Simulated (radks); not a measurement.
Isoelectronic series with 2 electrons, each ion in its NIST ground configuration. Calculated with a radial shooting solver on a logarithmic mesh with Libxc functionals: Dirac Kohn-Sham, BLYP, spin-unpolarised, spherical densities, point nucleus. Total energies (hartree) and orbital eigenvalues (eV):

ion   configuration  E (hartree)      1s1/2
He             [He]     -2.90721   -15.9159
Li+            [He]     -7.28025   -60.7186
Be2+           [He]    -13.65280  -132.7057
B3+            [He]    -22.02701  -231.9088
C4+            [He]    -32.40464  -358.3541
N5+            [He]    -44.78753  -512.0672
O6+            [He]    -59.17778  -693.0764
F7+            [He]    -75.57777  -901.4130
Ne8+           [He]    -93.99017  -1137.113
